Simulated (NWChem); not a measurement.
Everything below was run with NWChem. System: ClMg (+1), charge 1, spin multiplicity 1, at a geometry optimised with PBE/def2-SVP. The structure started from a generated list of species. Level: TD-PBE/6-31G* (spherical d).

The NWChem input:

```
start mol
memory heap 200 mb stack 900 mb global 1100 mb
charge 1
geometry units angstroms nocenter noautoz noautosym
  Mg     0.000000     0.000000    -1.268759
  Cl     0.000000     0.000000     0.895595
end
basis spherical
  * library 6-31g*
end
dft
  xc xpbe96 cpbe96
  semidirect memsize 60000000 filesize 0
  iterations 100
end
tddft
  rpa
  nroots 10
  notriplet
end
task tddft energy
```

NWChem printed:

```
             Northwest Computational Chemistry Package (NWChem) 7.3.0
             --------------------------------------------------------

                                NWChem Input Module
                                -------------------

 Scaling coordinates for geometry "geometry" by  1.889725989
 (inverse scale =  0.529177249)

                             Geometry "geometry" -> ""
                             -------------------------

 Output coordinates in angstroms (scale by  1.889725989 to convert to a.u.)

  No.       Tag          Charge          X              Y              Z
 ---- ---------------- ---------- -------------- -------------- --------------
    1 Mg                  12.0000     0.00000000     0.00000000    -1.26875900
    2 Cl                  17.0000     0.00000000     0.00000000     0.89559500

 Effective nuclear repulsion energy (a.u.)      49.8773115655

            Nuclear Dipole moment (a.u.)
            ----------------------------
        X                 Y               Z
 ---------------- ---------------- ----------------
     0.0000000000     0.0000000000     0.0000132281


 Summary of "ao basis" -> "" (spherical)
 ------------------------------------------------------------------------------
       Tag                 Description            Shells   Functions and Types
 ---------------- ------------------------------  ------  ---------------------
 *                           6-31g*                   on all atoms

  pbe96 is a nonlocal functional; adding pw91lda local functional.

                                 NWChem DFT Module
                                 -----------------

 Summary of "ao basis" -> "ao basis" (spherical)
 ------------------------------------------------------------------------------
       Tag                 Description            Shells   Functions and Types
 ---------------- ------------------------------  ------  ---------------------
 Mg                          6-31g*                  8       18   4s3p1d
 Cl                          6-31g*                  8       18   4s3p1d

 Summary of "ao basis" -> "ao basis" (spherical)
[...]
     Occ.   12  a   ---  Virt.   19  a    0.06428 X
     Occ.   12  a   ---  Virt.   22  a    0.06475 X
     Occ.   13  a   ---  Virt.   17  a    0.65847 X
     Occ.   13  a   ---  Virt.   25  a    0.07716 X
     Occ.   14  a   ---  Virt.   16  a    0.65847 X
     Occ.   14  a   ---  Virt.   26  a    0.07716 X
  ----------------------------------------------------------------------------
  Root   8 singlet a              0.275622453 a.u.                7.5001 eV
  ----------------------------------------------------------------------------
     Transition Moments    X -0.31715   Y -0.33302   Z -0.00000
     Transition Moments   XX  0.00000  XY  0.00000  XZ  1.20114
     Transition Moments   YY  0.00000  YZ  1.26125  ZZ  0.00000
     Dipole Oscillator Strength                    0.0388608455
     Electric Quadrupole                           0.0000003382
     Magnetic Dipole                               0.0000000030
     Total Oscillator Strength                     0.0388611868

          sigma_e =   2.1428 Angstrom
          sigma_h =   1.3027 Angstrom
         |d_h->e| =   1.9550 Angstrom
            d_exc =   3.1802 Angstrom
            d_CD1 =   2.7952 Angstrom
            d_CD2 =   0.2323 Angstrom
            d_CD3 =   5.1353 Angstrom
     Pearson C.C. =  -0.0006

     Occ.   12  a   ---  Virt.   17  a   -0.88210 X
     Occ.   13  a   ---  Virt.   18  a   -0.46828 X
  ----------------------------------------------------------------------------
  Root   9 singlet a              0.275622454 a.u.                7.5001 eV
  ----------------------------------------------------------------------------
     Transition Moments    X  0.33302   Y -0.31715   Z -0.00000
     Transition Moments   XX -0.00000  XY -0.00000  XZ -1.26125
     Transition Moments   YY  0.00000  YZ  1.20114  ZZ -0.00000
     Dipole Oscillator Strength                    0.0388610758
     Electric Quadrupole                           0.0000003382
     Magnetic Dipole                               0.0000000030
     Total Oscillator Strength                     0.0388614171

          sigma_e =   2.1428 Angstrom
          sigma_h =   1.3027 Angstrom
         |d_h->e| =   1.9550 Angstrom
            d_exc =   3.1802 Angstrom
            d_CD1 =   2.7951 Angstrom
            d_CD2 =   0.2323 Angstrom
            d_CD3 =   5.1352 Angstrom
     Pearson C.C. =  -0.0006

     Occ.   12  a   ---  Virt.   16  a    0.88210 X
     Occ.   14  a   ---  Virt.   18  a    0.46828 X
  ----------------------------------------------------------------------------
  Root  10 singlet a              0.285565652 a.u.                7.7706 eV
  ----------------------------------------------------------------------------
     Transition Moments    X  0.72330   Y -0.70681   Z  0.00000
     Transition Moments   XX -0.00000  XY -0.00000  XZ -0.39417
     Transition Moments   YY  0.00000  YZ  0.38518  ZZ -0.00000
     Dipole Oscillator Strength                    0.1947080251
     Electric Quadrupole                           0.0000000377
     Magnetic Dipole                               0.0000000760
     Total Oscillator Strength                     0.1947081388

          sigma_e =   2.3691 Angstrom
          sigma_h =   1.1965 Angstrom
         |d_h->e| =   1.9499 Angstrom
            d_exc =   3.2896 Angstrom
            d_CD1 =   3.1225 Angstrom
            d_CD2 =   0.1671 Angstrom
            d_CD3 =   5.2395 Angstrom
     Pearson C.C. =   0.0043

     Occ.   12  a   ---  Virt.   16  a    0.46686 X
     Occ.   14  a   ---  Virt.   18  a   -0.88323 X

              Target root =      1
          Target symmetry = none
      Ground state energy =   -659.685489180985
        Excitation energy =      0.079397282341
     Excited state energy =   -659.606091898643

  stored tddft:energy   -659.60609189864340

 Task  times  cpu:        4.5s     wall:        4.5s

 Total times  cpu:        4.5s     wall:        4.5s
```
